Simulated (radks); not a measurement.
Q: Radial electron density D(r) = 4 pi r^2 rho(r) of an atom or ion with 59 electrons. Calculated with a radial shooting solver on a logarithmic mesh with Libxc functionals: scalar-relativistic Kohn-Sham, PBEsol, spin-polarised, spherical densities, finite nucleus; Fermi nuclear charge, rms radius of each element as measured or else 0.836 A^(1/3) + 0.57 fm.

```
   r/bohr * D(r) (the largest magnitude, 113, reaches the edge; | marks zero)
 0.001029 | *
 0.001362 |  *
 0.001787 |    *
 0.002365 |       *
 0.003104 |          *
 0.004107 |               *
  0.00539 |                     *
 0.007132 |                            *
 0.009362 |                                   *
  0.01229 |                                       *
  0.01626 |                                        *
  0.02134 |                                      *
  0.02824 |                                    *
  0.03706 |                                      *
  0.04904 |                                               *
  0.06437 |                                                      *
  0.08517 |                                                  *
   0.1118 |                                         *
   0.1467 |                                           *
   0.1942 |                                                *
   0.2548 |                                    *
   0.3372 |                    *
   0.4426 |                     *
   0.5856 |                      *
   0.7686 |            *
    1.017 |      *
    1.335 |   *
    1.752 | *
    2.318 *
    3.043 *
    4.026 *
```

What is the nuclear charge?

A: Z = 64. The innermost maximum, from 1s, lies near gamma/Z bohr with gamma = sqrt(1 - (Z/c)^2) = 0.884, here 0.0138 bohr (found: 0.0151), and its height grows with Z. The density is that of the gadolinium ion Gd5+ in [Kr] 4d10 4f6 5s2 5p5; the configuration itself is not fixed sharply by these data, and Z only to a few units. D(r) has 4 maxima, at r = 0.0151, 0.0675, 0.188, 0.515 bohr, and minima at 0.0289, 0.124, 0.371 bohr, inside which lie 1.93, 11.17, 29.32 electrons.
